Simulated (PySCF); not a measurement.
C₂H₅BF₃PSi.
Structure used (PBE0-D3(BJ)/def2-SVP), in Å, numbered top down from 1:
```xyz
13
C2H5BF3PSi angstrom
B      3.033   -0.229    0.344
P      1.414    0.513    0.856
Si    -0.076   -0.134   -0.688
C     -1.796    0.402   -0.164
F     -2.074    1.715   -0.272
C     -2.754   -0.390    0.327
F     -2.602   -1.680    0.489
F     -3.939    0.007    0.698
H      3.050   -1.386    0.003
H      4.057    0.392    0.485
H      1.525    1.917    0.677
H     -0.013   -1.619   -0.743
H      0.182    0.474   -2.025
```

The closed-shell ground state was solved at several levels (PySCF, density fitting, gas phase, non-relativistic).

```json
{"level": "B3LYP/pcSseg-1", "basis functions": "175", "HOMO (eV)": "-7.34", "LUMO (eV)": "-2.14", "gap (eV)": "5.20", "dipole (D)": "0.95"}
{"level": "PBE0/pcSseg-1", "basis functions": "175", "HOMO (eV)": "-7.57", "LUMO (eV)": "-1.98", "gap (eV)": "5.59", "dipole (D)": "1.03"}
```

Q: What might CAM-B3LYP/def2-SVPD (217 basis functions) give for the same quantities?

A: HOMO -8.84 eV, LUMO -0.92 eV, gap 7.92 eV, dipole 1.03 D.

Q: Over all these levels, which gives the widest orbital gap and which the narrowest?

A: CAM-B3LYP/def2-SVPD (range-separated hybrid) has the widest, 7.92 eV, and B3LYP/pcSseg-1 (global hybrid, 20 % exact exchange) the narrowest, 5.20 eV. Functional and basis both differ between the two, so the spread mixes both effects.

Q: How far do the dipole and the HOMO energy spread over the levels?

A: The dipole runs from 0.95 to 1.03 D (mean 1.00 D) and the HOMO from -8.84 to -7.34 eV.

One conformer stands for the species.
